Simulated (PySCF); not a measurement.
C₃H₅ClOSi.
SMILES with atom numbers: `[O:1]=[CH:2][Si@@H:3]1[CH2:4][C@H:5]1[Cl:6]` (hydrogens: H7 on C2; H8 on Si3; H9, H10 on C4; H11 on C5)

The calculation used PBE0-D3(BJ)/def2-SVP geometry optimisation, gas phase (PySCF).

Q: List the bond lengths, angles and torsions at this level.

A: 
```
  bond  length (Å)   order
 O1=C2       1.207  double
C2–Si3       1.911  single
Si3–C4       1.871  single
 C4–C5       1.516  single
C5–Cl6       1.763  single
Si3–C5       1.878  single
 C2–H7       1.123  single
Si3–H8       1.482  single
 C4–H9       1.095  single
C4–H10       1.096  single
C5–H11       1.096  single
```

Orders are formal, as drawn. A selection of angles:
```
     angle  degrees
 O1–C2–Si3    118.3
  O1–C2–H7    120.5
 Si3–C2–H7    121.3
 C2–Si3–C4    113.3
 C2–Si3–C5    111.4
 C2–Si3–H8    121.3
 C4–Si3–C5     47.7
 C4–Si3–H8    121.1
 C5–Si3–H8    120.7
 Si3–C4–C5     66.4
 Si3–C4–H9    117.3
Si3–C4–H10    118.5
  C5–C4–H9    116.0
 C5–C4–H10    116.3
 H9–C4–H10    114.2
 C4–C5–Cl6    118.0
 C4–C5–H11    115.9
Cl6–C5–H11    111.7
 Si3–C5–C4     65.9
Si3–C5–Cl6    121.9
Si3–C5–H11    116.4
```

Dihedral angles: O1–C2–Si3–C4 25° (synperiplanar); C2–Si3–C4–C5 -98° (anticlinal); Si3–C4–C5–Cl6 -115° (anticlinal); C2–Si3–C5–C4 103° (anticlinal).

The 3-membered ring Si3–C4–C5 has internal angles of 47.7° to 66.4°. The C–Si distances run from 1.871 Å (Si3–C4, drawn single) to 1.911 Å (C2–Si3, drawn single), a spread of 0.040 Å. Si3 (SiH silicon) has angles from 47.7° to 121.3°.

Point group: C1 (no symmetry element, even within 0.4 Å). Stationary, but not proved a minimum. One conformer, not necessarily the lowest.
